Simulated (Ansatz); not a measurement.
(FSi)4O6 adamantane (Si4O6F4), relaxed as a singlet with RKS PBE-D4/def2-SVP in Ansatz, starting from the GFN2-xTB geometry. Force threshold 0.03 eV/Å.

Start:

```xyz
14

Si   -0.9465   -1.2408    0.6008
F    -1.8338   -2.4041    1.1646
O    -1.8446   -0.0289   -0.0008
Si   -0.9846    1.2108   -0.6016
F    -1.9030    2.3476   -1.1677
O    -0.0281    1.7451    0.5974
Si    0.9549    0.6161    1.2263
F     1.8509    1.1937    2.3760
O     0.0083   -0.5969    1.7456
O     1.8437    0.0286    0.0005
Si    0.9747   -0.5862   -1.2257
F     1.8904   -1.1359   -2.3732
O     0.0275   -1.7456   -0.5966
O    -0.0098    0.5964   -1.7456
```

Q: Estimate the energy that the relaxation releases and the steps that it takes.

A: 0.63 eV, in 4 steps; 11 s on 4 threads of Arm Neoverse V2 on a shared host. No frequencies were taken in this run, so the end may be a saddle point.

Q: Does the start keep its bonding and symmetry?

A: By distances, no bond broke or formed. The bond that changes most is Si1–Si7, from 2.73 to 2.81 Å (atoms count from 1). Point group Td at the start, Td at the end, both within 0.05 Å.

Q: Predict the relaxed structure.

A: 
```
atom   x (Å)   y (Å)   z (Å)
 Si1  -0.976  -1.278   0.619
  F2  -1.880  -2.464   1.193
  O3  -1.904  -0.029  -0.001
 Si4  -1.014   1.248  -0.620
  F5  -1.954   2.405  -1.195
  O6  -0.028   1.801   0.616
 Si7   0.984   0.635   1.264
  F8   1.897   1.224   2.436
  O9   0.008  -0.616   1.801
 O10   1.904   0.029   0.001
Si11   1.005  -0.604  -1.262
 F12   1.937  -1.165  -2.433
 O13   0.028  -1.801  -0.616
 O14  -0.008   0.616  -1.801
```
Bond lengths: 12 × O–Si 1.67 Å; 4 × F–Si 1.60 Å.
